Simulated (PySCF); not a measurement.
C₇H₇BrSe.
Structure used (PBE0-D3(BJ)/def2-SVP), in Å, numbered top down from 1:
```
atom  x, y, z in Å
C1     3.7052   -0.1252    0.2104
Se2    2.6830    1.5150    0.2810
C3     0.9198    0.8122    0.3798
C4     0.6246   -0.5524    0.4565
C5    -0.6976   -0.9880    0.5317
C6    -1.7334   -0.0583    0.5344
Br7   -3.5234   -0.6461    0.6369
C8    -1.4555    1.3070    0.4594
C9    -0.1356    1.7351    0.3816
H10    4.7556    0.1815    0.1160
H11    3.4266   -0.7251   -0.6665
H12    3.5857   -0.7090    1.1332
H13    1.4197   -1.2989    0.4593
H14   -0.9195   -2.0550    0.5900
H15   -2.2704    2.0329    0.4600
H16    0.0726    2.8066    0.3194
```

The calculation used PBE0-D3(BJ)/def2-SVP geometry optimisation, gas phase in PySCF.

Masses are those of the commonest isotopes; rigid-rotor values at the optimised geometry. The values belong to one conformer with, in the numbering `[CH3:1][Se:2][c:3]1[cH:4][cH:5][c:6]([Br:7])[cH:8][cH:9]1`, C1–Se2–C3–C4 3°.

(1) Give the principal moments of inertia and the rotational constants in cm⁻¹.

(2) What kind of rotor is it?

(3) Is it planar, by Δ = Ic − Ia − Ib?

(4) Which types of transition are allowed, and where do some lines up to J = 5 fall?

## Answers

(1) Ia = 138.41, Ib = 2001.79, Ic = 2136.73 u·Å²; 505379 MHz·u·Å²/I gives 3651, 252.5 and 236.5 MHz, that is A = 0.12179, B = 0.00842, C = 0.00789 cm⁻¹.

(2) A near-prolate asymmetric top: κ = (2 × 252.5 − 3651 − 236.5)/(3651 − 236.5) = -0.99.

(3) Not planar: Δ = Ic − Ia − Ib = -3.47 u·Å². For a rigid frame Δ = −2 Σ m c², so Σ m c² = 1.74 u·Å² lies off the ab plane: 1.66 from hydrogen and 0.07 from heavier atoms. The atom farthest from that plane is 0.96 Å away.

(4) The dipole components are |μa| = 1.77 D, |μb| = 1.17 D, |μc| = 0.05 D. The squared components, which scale the intensities, stand as 1.00 : 0.44 : 0.00 (a : b : c). Some lines, for components of 0.1 D or more:

```csv
type,branch,"J(Ka,Kc)",MHz,lower level (cm⁻¹)
a,R,"1(0,1) ← 0(0,0)",489,0.000
a,R,"3(0,3) ← 2(0,2)",1467,0.049
a,R,"3(2,2) ← 2(2,1)",1467,0.503
a,R,"4(2,3) ← 3(2,2)",1956,0.552
a,R,"4(3,1) ← 3(3,0)",1956,1.121
a,R,"4(2,2) ← 3(2,1)",1956,0.552
a,R,"5(1,5) ← 4(1,4)",2405,0.274
a,R,"5(0,5) ← 4(0,4)",2444,0.163
a,R,"5(2,4) ← 4(2,3)",2445,0.618
a,R,"5(3,3) ← 4(3,2)",2445,1.186
a,R,"5(1,4) ← 4(1,3)",2485,0.279
b,Q,"2(1,1) ← 2(0,2)",3431,0.049
b,Q,"3(1,2) ← 3(0,3)",3455,0.098
b,Q,"5(1,4) ← 5(0,5)",3528,0.245
b,R,"1(1,1) ← 0(0,0)",3888,0.000
b,R,"4(1,4) ← 3(0,3)",5283,0.098
b,Q,"4(2,2) ← 4(1,3)",10141,0.279
b,Q,"2(2,0) ← 2(1,1)",10196,0.163
b,Q,"3(2,2) ← 3(1,3)",10268,0.210
b,Q,"4(2,3) ← 4(1,4)",10300,0.274
b,R,"4(2,2) ← 3(1,3)",12225,0.210
b,R,"5(2,4) ← 4(1,3)",12585,0.279
b,R,"5(2,3) ← 4(1,4)",12747,0.274
b,Q,"5(3,2) ← 5(2,3)",17032,0.699
b,R,"5(3,3) ← 4(2,2)",19478,0.618
b,Q,"5(4,1) ← 5(3,2)",23847,1.267
b,R,"5(4,2) ← 4(3,1)",26292,1.186
b,Q,"5(5,0) ← 5(4,1)",30661,2.063
```

Not checked by PBE0-D3(BJ)/def2-SVP frequencies. No vibrational averaging or centrifugal distortion is included, and the geometry carries the error of its method. A rigid rotor knows nothing of internal rotation, which can split or shift real lines. Quadrupole hyperfine structure (79Br) is left out.

On AMD EPYC 9R14, one thread, no GPU (shared host), this took 2.7 min of wall time and 1.2 GiB of memory at its peak. These figures are those of the optimisation.
